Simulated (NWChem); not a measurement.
The numbers come from NWChem runs, not from measurements. System: HFGeO, charge 1, spin multiplicity 2, at the geometry of a parent with another charge or spin, in a state set for the comparison that need not be this species' ground state. Its SCF solution wasn't tested for a lower state. Level: UPBE0/3-21G.

Output (cleaned and shortened):

```
             Northwest Computational Chemistry Package (NWChem) 7.3.0
             --------------------------------------------------------

                                NWChem Input Module
                                -------------------

 Scaling coordinates for geometry "geometry" by  1.889725989
 (inverse scale =  0.529177249)

 Turning off AUTOSYM since
 SYMMETRY directive was detected!

                             Geometry "geometry" -> ""
                             -------------------------

 Output coordinates in angstroms (scale by  1.889725989 to convert to a.u.)

  No.       Tag          Charge          X              Y              Z
 ---- ---------------- ---------- -------------- -------------- --------------
    1 Ge                  32.0000    -0.42519000    -0.02026700     0.00000000
    2 F                    9.0000     0.63123100     1.40106300     0.00000000
    3 O                    8.0000     0.91879400    -1.22732800     0.00000000
    4 H                    1.0000     0.57466700    -2.14240900     0.00000000

 Effective nuclear repulsion energy (a.u.)     188.3521588310

            Nuclear Dipole moment (a.u.)
            ----------------------------
        X                 Y               Z
 ---------------- ---------------- ----------------
     0.0000340151    -0.0000188973     0.0000000000

      Symmetry information
      --------------------

 Group name             Cs
 Group number              2
 Group order               2
 No. of unique centers     4

      Symmetry unique atoms

     1    2    3    4


 Summary of "ao basis" -> "" (spherical)
 ------------------------------------------------------------------------------
       Tag                 Description            Shells   Functions and Types
 ---------------- ------------------------------  ------  ---------------------
 *                           3-21g                    on all atoms

                                 NWChem DFT Module
                                 -----------------

 Summary of "ao basis" -> "ao basis" (spherical)
 ------------------------------------------------------------------------------
       Tag                 Description            Shells   Functions and Types
 ---------------- ------------------------------  ------  ---------------------
 Ge                          3-21g                  10       22   5s4p1d
 F                           3-21g                   5        9   3s2p
[...]
     9     -0.038110  1 Ge pz                19      0.031293  1 Ge d -1

 Vector   25  Occ=0.000000D+00  E=-4.599821D-01  Symmetry=a'
              MO Center= -3.9D-02, -2.4D-01, -4.8D-15, r^2= 2.8D+00
   Bfn.  Coefficient  Atom+Function         Bfn.  Coefficient  Atom+Function
  ----- ------------  ---------------      ----- ------------  ---------------
    14      0.428154  1 Ge s                 38      0.386225  3 O  px
    11     -0.330965  1 Ge px                34      0.323513  3 O  px
    10      0.264317  1 Ge s                 29      0.252653  2 F  px
    25      0.220759  2 F  px                 6     -0.179201  1 Ge s
     7      0.157820  1 Ge px                39     -0.081946  3 O  py

 Vector   26  Occ=0.000000D+00  E=-3.146894D-01  Symmetry=a"
              MO Center= -3.0D-01, -2.6D-02,  9.7D-15, r^2= 2.5D+00
   Bfn.  Coefficient  Atom+Function         Bfn.  Coefficient  Atom+Function
  ----- ------------  ---------------      ----- ------------  ---------------
    13      0.625239  1 Ge pz                17      0.465755  1 Ge pz
     9     -0.277347  1 Ge pz                40     -0.241400  3 O  pz
    31     -0.206964  2 F  pz                36     -0.190055  3 O  pz
    27     -0.169706  2 F  pz                 5      0.088191  1 Ge pz

 Vector   27  Occ=0.000000D+00  E=-2.124048D-01  Symmetry=a'
              MO Center= -4.2D-01, -8.8D-02, -2.2D-17, r^2= 3.4D+00
   Bfn.  Coefficient  Atom+Function         Bfn.  Coefficient  Atom+Function
  ----- ------------  ---------------      ----- ------------  ---------------
    16      0.771591  1 Ge py                12      0.451763  1 Ge py
    37      0.378806  3 O  s                 28     -0.333862  2 F  s
    38     -0.281343  3 O  px                29      0.241857  2 F  px
     8     -0.212049  1 Ge py                34     -0.190448  3 O  px
    25      0.176652  2 F  px                10      0.125844  1 Ge s

   alpha - beta orbital overlaps
   -----------------------------

   alpha      1      2      3      4      5      6      7      8      9     10
    beta      1      2      3      4      5      6      7      8      9     10
 overlap   1.000  1.000  1.000  0.708  0.708  1.000  1.000  1.000  1.000  0.848

   alpha     11     12     13     14     15     16     17     18     19     20
    beta     11     12     13     14     15     16     17     18     19     20
 overlap   0.848  0.998  0.999  0.944  0.944  1.000  0.998  0.999  0.990  0.983

   alpha     21     22     23     24     25     26     27     28     29     30
    beta     22     21     23     24     25     26     27     28     29     30
 overlap   0.779  0.997  0.797  0.997  0.983  1.000  0.994  0.997  0.997  0.994

   alpha     31     32     33     34     35     36     37     38     39     40
    beta     31     32     33     34     35     36     37     38     39     40
 overlap   1.000  0.963  0.968  1.000  1.000  0.994  0.995  1.000  0.997  0.997

   alpha     41     42
    beta     41     42
 overlap   1.000  1.000

     --------------------------
     Expectation value of S2:
     --------------------------
      <S2> =      0.7595 (Exact =     0.7500)

 center of mass
 --------------
 x =  -0.07157247 y =   0.05724044 z =   0.00000000

 moments of inertia (a.u.)
 ------------------
         235.484731349740           6.115292811844           0.000000000000
           6.115292811844         123.601004315142           0.000000000000
           0.000000000000           0.000000000000         359.085735664882

     Multipole analysis of the density
     ---------------------------------

     L   x y z        total         alpha         beta         nuclear
     -   - - -        -----         -----         ----         -------
     0   0 0 0      1.000000    -25.000000    -24.000000     50.000000

     1   1 0 0     -1.236791     -0.642226     -0.594600      0.000034
     1   0 1 0     -1.351093     -0.430922     -0.920152     -0.000019
     1   0 0 1     -0.000000     -0.000000     -0.000000      0.000000

     2   2 0 0    -17.507102    -40.612570    -35.656194     58.761663
     2   1 1 0     -1.213141      3.690042      2.300227     -7.203410
     2   1 0 1      0.000000      0.000000      0.000000      0.000000
     2   0 2 0    -13.021593    -69.851121    -65.731293    122.560821
     2   0 1 1      0.000000      0.000000      0.000000      0.000000
     2   0 0 2    -16.229448     -8.588857     -7.640590      0.000000

 Task  times  cpu:        0.8s     wall:        0.8s

 Total times  cpu:        0.8s     wall:        0.8s
```

Problem. Write an NWChem input that would produce this output.

Solution. This is not unique; one that fits is 
```
start mol
memory heap 200 mb stack 900 mb global 1100 mb
charge 1
geometry units angstroms nocenter noautoz
  Ge    -0.425190    -0.020267     0.000000
  F      0.631231     1.401063     0.000000
  O      0.918794    -1.227328     0.000000
  H      0.574667    -2.142409     0.000000
  symmetry group Cs
end
basis spherical
  * library 3-21g
end
dft
  xc pbe0
  odft
  mult 2
  semidirect memsize 60000000 filesize 0
  iterations 100
end
task dft energy
```
